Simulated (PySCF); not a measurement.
## Multinuclear NMR of C₄H₇FOSi

Numbering as in the mapped SMILES `[CH3:1][SiH2:2]/[C:3]([F:4])=[CH:5]/[CH:6]=[O:7]`. Each H is labelled by its parent atom.

- GFN2-xTB geometry
- NMR shieldings at PBE0/pcSseg-1/GIAO
- code: PySCF
- averaged over atoms made equivalent by symmetry, fast rotation or ring inversion, no solvent model, no relativistic terms, a single conformation

Question: Where does ¹⁹F resonate?

Answer: 
```json
{"atoms": "F4", "environment": "vinylic fluorine", "σ (ppm)": "267.6", "δ (ppm)": "-95.5"}
```

Shieldings were converted by a linear fit to measured shifts: ¹⁹F (scatter 6.0 ppm rms, 7.0 ppm with the 5 outliers that the fit left out vs CFCl3, solution or neat liquid, with a term for F on sp3 carbon). Occasional misses reach two or three times the rms, and more in compound classes unlike the fitted ones.

On a 300 MHz spectrometer ¹⁹F resonates near 282.3 MHz, so 1 ppm is 282.3 Hz.

Question: Predict the ²⁹Si NMR data.

Answer: 
```
atoms                 environment  σ (ppm)  δ (ppm)
  Si2  silicon bonded to 2 C, 2 H    395.5    -45.2
```

Shieldings were converted by a linear fit to measured shifts: ²⁹Si (scatter 8.9 ppm rms, 25.8 ppm with the 6 outliers that the fit left out vs TMS, solution or neat liquid). A few per cent of atoms miss by over 2 rms, more outside the fitted compound classes.

On a 400 MHz spectrometer ²⁹Si resonates near 79.5 MHz, so 1 ppm is 79.5 Hz.

Question: What are the ¹⁷O shifts?

Answer: 
```json
{"atoms": "O7", "environment": "aldehyde oxygen", "σ (ppm)": "-372.6", "δ (ppm)": "606.1"}
```

Shieldings were converted by a linear fit to measured shifts: ¹⁷O (scatter 10.7 ppm rms, 12.2 ppm with the 3 outliers that the fit left out vs liquid water, solution or neat liquid). Occasional misses reach two or three times the rms, and more in compound classes unlike the fitted ones.

On a 500 MHz spectrometer ¹⁷O resonates near 67.8 MHz, so 1 ppm is 67.8 Hz.
